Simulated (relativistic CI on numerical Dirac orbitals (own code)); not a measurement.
# Rh⁴⁺: L-alpha,beta X-ray emission

Computed with this model: Dirac-Coulomb-Breit CI, KLI orbitals optimised for each configuration, model QED (radiative potential, 1s self-energy scaled to tabulated hydrogen-like ionisation energies), valence Slater integrals scaled by 0.7, multiplet model of X-ray emission after core ionisation; configurations [Kr] 4d5 → [He] 2s2 2p5 3s2 3p6 3d10 4s2 4p6 4d5 → [Ar] 3d9 4s2 4p6 4d5; 300 K; Lorentzian 2 eV and Gaussian 0.6 eV FWHM. Energies are those of the free ion, without screening or charge transfer. S is read from ⟨S²⟩ = S(S + 1).

Computed curve for free ion, scaled to 100 at the maximum (points under 2 are left out and the grid is thinned):

```csv
Energy (eV),Intensity
2686.4,2.1
2687.0,2.6
2687.6,3.1
2688.2,3.3
2688.8,3.3
2689.4,3.2
2690.0,3.4
2690.6,3.8
2691.2,4.6
2691.8,5.7
2692.2,6.7
2692.8,8.7
2693.4,11.3
2694.0,14.0
2694.6,16.1
2695.2,17.7
2695.8,20.1
2696.4,25.4
2697.0,37.0
2697.6,59.9
2698.2,90.6
2698.8,97.6
2699.4,70.1
2700.0,41.0
2700.6,24.2
2701.2,15.4
2701.8,10.6
2702.4,7.7
2703.0,5.8
2703.6,4.6
2704.0,3.9
2704.6,3.2
2705.2,2.7
2705.8,2.3
2828.0,2.1
2828.6,2.8
2829.2,4.0
2829.8,5.6
2830.4,6.5
2831.0,5.9
2831.6,5.2
2832.2,5.2
2832.8,6.2
2833.4,7.9
2834.0,10.8
2834.6,15.6
2835.2,22.1
2835.8,28.9
2836.4,36.1
2837.0,41.7
2837.4,40.5
2838.0,30.6
2838.6,19.0
2839.2,11.5
2839.8,7.5
2840.4,5.4
2841.0,4.2
2841.6,3.4
2842.2,2.6
2842.8,2.0
```

The ground state has S = 2.48, and the centroid lies at 2745.20 eV.
